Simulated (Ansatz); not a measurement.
C3H10BrNOSi (`CN(C)[Si](C)(O)Br`), relaxed with RKS PBE-D4/def2-SVP in Ansatz 0.2.0 from a rough embedded geometry. The force threshold is 0.03 eV/Å; the program also tests the step.

The species carries charge 0 and has multiplicity 1.

Start:

```xyz
17

C     1.348   -1.022   -0.612
N     0.130   -0.272   -0.755
C     0.473    0.921   -1.549
Si   -1.100   -0.250    0.477
C    -0.500    0.878    1.874
O    -1.284   -1.792    0.940
Br   -2.980    0.506   -0.347
H     2.041   -0.522    0.109
H     1.156   -1.997   -0.103
H     1.873   -1.189   -1.500
H     1.026    1.661   -0.987
H     0.977    0.637   -2.464
H    -0.425    1.420   -1.878
H    -1.252    0.929    2.715
H    -0.361    1.929    1.538
H     0.406    0.536    2.349
H    -1.529   -2.373    0.196
```

Task: By how much does the energy fall, and how many steps does the optimiser take? (An estimate is asked.)

Result: The calculation gave: 0.55 eV, in 8 steps, 1 of them rejected.

Task: Which bonds change most? (Best estimate.)

Result: Ansatz gave: Si4–Br7 from 2.188 to 2.269 Å; C1–H10 from 1.046 to 1.116 Å; Si4–O6 from 1.620 to 1.676 Å; C3–H11 from 1.081 to 1.118 Å.

Task: Give the relaxed structure. (Estimate.)

Result: Computed: 
```xyz
17

C     1.426   -1.029   -0.598
N     0.301   -0.113   -0.696
C     0.489    0.956   -1.658
Si   -0.966   -0.160    0.495
C    -0.698    0.827    2.058
O    -1.190   -1.744    0.997
Br   -2.835    0.648   -0.505
H     2.367   -0.519   -0.276
H     1.205   -1.833    0.132
H     1.636   -1.512   -1.582
H     1.346    1.623   -1.394
H     0.695    0.545   -2.674
H    -0.424    1.580   -1.731
H    -1.576    0.752    2.729
H    -0.528    1.895    1.819
H     0.193    0.444    2.598
H    -1.441   -2.359    0.285
```
